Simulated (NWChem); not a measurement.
CH$_{6}$InNO; SMILES C[O][InH][NH2]

```xyz
10

In    -0.3167     0.4809    -0.0029
H     -1.7416     1.4090     0.0748
O     -0.5190    -1.5148     0.0274
C      0.5425    -2.4095    -0.0098
H      1.4277    -2.0910     0.5810
H      0.2249    -3.3848     0.4058
H      0.9026    -2.6093    -1.0409
N      1.6228     1.0434     0.0533
H      1.8953     1.9930    -0.1764
H      2.3454     0.3927    -0.2370
```
Atoms are numbered in this order, from 1.

Program: NWChem. Geometry: optimised at PBE0/def2-SVP. Not confirmed as a minimum by frequencies. def2 effective core potentials on In; no spin-orbit coupling. Level PBE/def2-SVP: energy and gradient on several grids; changes count from the extra-fine grid, which is no exact limit either.

Question: Which is the coarsest grid (coarse; medium; fine; xfine; xcoarse) from which on the energy stays within 50 μHa and each gradient component within 100 μHa/bohr of xfine?

Answer: fine.
```json
[
 {"grid": "xcoarse", "size of the energy change (μHa)": "6000", "largest change of a gradient component (μHa/bohr)": "10000"},
 {"grid": "coarse", "size of the energy change (μHa)": "200", "largest change of a gradient component (μHa/bohr)": "2000"},
 {"grid": "medium", "size of the energy change (μHa)": "10", "largest change of a gradient component (μHa/bohr)": "300"},
 {"grid": "fine", "size of the energy change (μHa)": "< 10", "largest change of a gradient component (μHa/bohr)": "30"},
 {"grid": "xfine", "size of the energy change (μHa)": "< 10", "largest change of a gradient component (μHa/bohr)": "< 30"}
]
```
